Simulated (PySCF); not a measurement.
A GIAO shielding run with PySCF 2.14 (density fitting, non-relativistic, gas phase) on `C#C[Si](O)(O)O[SiH2]SC`, C3H8O3SSi2:

```
$ OMP_NUM_THREADS=1 python probes_run.py task.json out

{"job": {"kind": "nmr", "xc": "PBE0", "basis": "pcSseg-1"}, "charge": 0, "multiplicity": 1}
C     -2.832459     2.658620     0.676772
C     -2.523122     1.515937     0.474006
Si    -2.044863    -0.248327     0.164827
O     -2.168461    -1.143366     1.506590
O     -2.949039    -0.928984    -0.995691
O     -0.481578    -0.258348    -0.275933
Si     0.960465    -0.369957     0.423071
S      2.335884    -0.256086    -1.198223
C      3.860667    -0.366719    -0.211214
H     -3.102974     3.659614     0.855125
H     -3.012732    -1.519844     1.738927
H     -2.818295    -0.683843    -1.906915
H      1.167562     0.763599     1.319943
H      1.121529    -1.649275     1.104155
H      3.905445     0.465764     0.483155
H      4.696353    -0.319699    -0.900461
H      3.878619    -1.307054     0.329803
```

Hardware: 1 thread of an Arm Neoverse N1, shared host. The job also computes population analyses, field gradients.

(1) How large is the calculation?

(2) How long does it take, and how much memory does it need?

Results:

(1) 94 electrons, 214 basis functions and 1183 auxiliary functions.

(2) 96 s of wall time, with 15 SCF cycles and 5 response iterations; peak memory 0.96 GiB. Times on a shared host scatter by some tens of per cent.
